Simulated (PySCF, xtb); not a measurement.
C₃H₁₁NSi₂, SMILES C=CN([SiH3])C[SiH3]. One conformer was computed; it need not be the lowest.

Harmonic wavenumbers (cm⁻¹) from GFN2-xTB run with xtb at its own minimum, in rising order: 56, 71, 102, 148, 174, 234, 286, 349, 488, 503, 533, 563, 616, 641, 681, 738, 760, 770, 779, 786, 797, 800, 800, 820, 983, 993, 1132, 1187, 1268, 1304, 1342, 1412, 1475, 1696, 2200, 2257, 2261, 2264, 2275, 2280, 2904, 2974, 3018, 3120, 3149.

**Question.** What does B3LYP-D3(BJ)/def2-SVP (PySCF 2.14.0) give at its own minimum? (Estimate from the structure and the level; the computed values follow.)

**Answer.** 47, 67, 138, 142, 166, 216, 269, 339, 486, 502, 552, 669, 682, 707, 725, 740, 812, 848, 922, 930, 947, 953, 959, 972, 984, 997, 1159, 1193, 1269, 1323, 1353, 1426, 1445, 1697, 2209, 2211, 2223, 2231, 2232, 2245, 3018, 3085, 3136, 3154, 3252. Paired by order, the mean absolute difference is 50 cm⁻¹ and the zero-point energies are 77.2 and 79.5 kcal/mol.
